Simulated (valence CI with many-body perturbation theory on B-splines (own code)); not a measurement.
## Ag41+ in three bases

Computed by configuration interaction combined with many-body perturbation theory (CI+MBPT): four valence electrons over a frozen Dirac-Fock core [He], radial functions for each j: 9 s, 9 p, 8 d, 6 f, 3 g, 1 h, with the one-electron correlation potential Σ1, the two-electron term Σ2, the three-electron term Σ3, Breit, model QED; selected CI, second order for the rest, scaled by the run's own slope (own B-spline code, finite nucleus).

The last digits are not significant, and no measured levels were compared; by estimate large intervals hold to a few tenths of a per cent, small ones and those within an open d or f shell to about a per cent. Among the levels kept, up to 310 cm⁻¹ of a level comes from second order outside the variational space, and about a tenth of that is noise between levels of different J, which matters for small intervals.

The reference run has the lowest level (2s^2 2p1/2^2) J=0 and an ionisation energy of 6562.87 eV. Its largest variational space holds 20000 state functions.

Levels are named by their leading jj configuration (3d3/2^4 stands for four electrons in 3d with j = 3/2), which in mixed levels can hold well under half, so a name can repeat and another be missing. Letters in brackets count levels of one name in rising energy.

Changed runs:
A. basis 6 s, 6 p, 5 d, 3 f, 1 g
B. basis 5 s, 5 p, 4 d, 2 f

Excitation energies of the reference run in cm⁻¹, and shifts in cm⁻¹:

| Level | Reference | A | B |
| --- | --- | --- | --- |
| (2s^2 2p1/2 2p3/2) J=1 | 1414550 | -41 | -194 |
| (2s^2 2p1/2 2p3/2) J=2 | 1526540 | +76 | +130 |
| (2s 2p1/2^2 2p3/2) J=2 | 2631110 | -107 | -359 |
| (2s^2 2p3/2^2) J=2 | 3022580 | +31 | -17 |
| (2s 2p1/2^2 2p3/2) J=1 | 3059370 | +64 | +254 |
| (2s^2 2p3/2^2) J=0 | 3293910 | +76 | +264 |
| (2s 2p1/2 2p3/2^2) J=2 [a] | 3974300 | -122 | -429 |
| (2s 2p1/2 2p3/2^2) J=3 | 4211450 | +53 | +42 |
| (2s 2p1/2 2p3/2^2) J=0 | 4455890 | +10 | +122 |
| (2s 2p1/2 2p3/2^2) J=1 [a] | 4549680 | +40 | +131 |
| (2s 2p1/2 2p3/2^2) J=2 [b] | 4630370 | +152 | +432 |
| (2s 2p1/2 2p3/2^2) J=1 [b] | 4668010 | +101 | +361 |
| Ionisation energy (eV) | 6562.87 | -0.017 | -0.09 |
